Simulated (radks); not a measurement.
Charge is removed step by step from the 4d down level of neutral silver, starting from [Kr] 4d(up 5, down 5) 5s1. Level of theory: scalar-relativistic Kohn-Sham, PBEsol, spin-polarised, spherical densities, finite nucleus; open shells are filled with parallel spins first (spin-orbit coupling, left out, can overturn this in heavy ions); Fermi nuclear charge, rms radius 4.5454 fm (a radial shooting solver on a logarithmic mesh with Libxc functionals). At the starting occupation the eigenvalue is -7.298 eV. Estimate the energy to remove one whole electron from this level, the eigenvalue at the end, and how far E(n) bends from a straight line.

Answer. Delta-SCF 12.815 eV; final eigenvalue -18.698 eV; the deviation from the straight line is -1.427 eV at 0.5 electron removed, the largest on the grid computed. Slater's transition state (half an electron removed) gives 12.724 eV. Integrating minus the eigenvalue over the occupation (Janak's theorem) gives 12.815 eV. In this scalar-relativistic scheme the density is built from large components alone, so the theorem holds only approximately. The mean slope of the eigenvalue, de/dn, is 11.4 eV per electron.
